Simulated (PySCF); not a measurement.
F2HOSb. Atoms are numbered in the order given.

```xyz
5

Sb     0.0122    -0.3630     0.0000
F      0.8248     0.6985     1.4040
F      0.8248     0.6985    -1.4040
O     -1.7275     0.5526     0.0000
H     -1.6496     1.5206     0.0000
```

Geometry: B3LYP-D3(BJ)/def2-SVP. The def2 effective core potentials stand for the cores of Sb; spin–orbit coupling is left out. One conformer was computed; it need not be the lowest.

These are TDDFT-CAM-B3LYP/def2-SVPD (PySCF) values and carry that method's errors.

Vertical excitations.  State labels are in the subgroup Cs.

Problem. Estimate the UV-visible absorptions. (Estimate from the structure and the level; the computed values follow.)

Solution. 
```tsv
state	symmetry	energy (eV)	λ (nm)	f	main pairs
S1	A"	6.81	182	0.080	HOMO→LUMO 88 %
S2	A'	7.03	176	0.062	HOMO→LUMO+1 58 %, HOMO−1→LUMO 38 %
S3	A"	7.11	174	0.016	HOMO−1→LUMO+1 91 %
S4	A'	7.31	170	0.106	HOMO−1→LUMO 49 %, HOMO→LUMO+1 35 %, HOMO→LUMO+2 10 %
S5	A"	7.96	156	0.007	HOMO−1→LUMO+2 53 %, HOMO−2→LUMO 38 %
S6	A'	8.02	155	0.009	HOMO−2→LUMO+1 94 %
S7	A"	8.03	154	0.080	HOMO−2→LUMO 45 %, HOMO−1→LUMO+2 34 %, HOMO−3→LUMO+1 9 %
S8	A'	8.25	150	0.329	HOMO→LUMO+2 73 %
S9	A'	8.33	149	0.045	HOMO−3→LUMO 86 %
S10	A"	8.61	144	0.054	HOMO−3→LUMO+1 65 %, HOMO−4→LUMO+1 22 %
T1	A"	5.50	225	0	HOMO→LUMO 95 %
T2	A'	5.69	218	0	HOMO→LUMO+1 94 %
T3	A'	6.58	188	0	HOMO−1→LUMO 96 %
T4	A"	6.69	185	0	HOMO−1→LUMO+1 79 %, HOMO−1→LUMO+2 16 %
```
Triplets are in the Tamm–Dancoff approximation, which puts them higher than full response would, so one can lie above its singlet here.
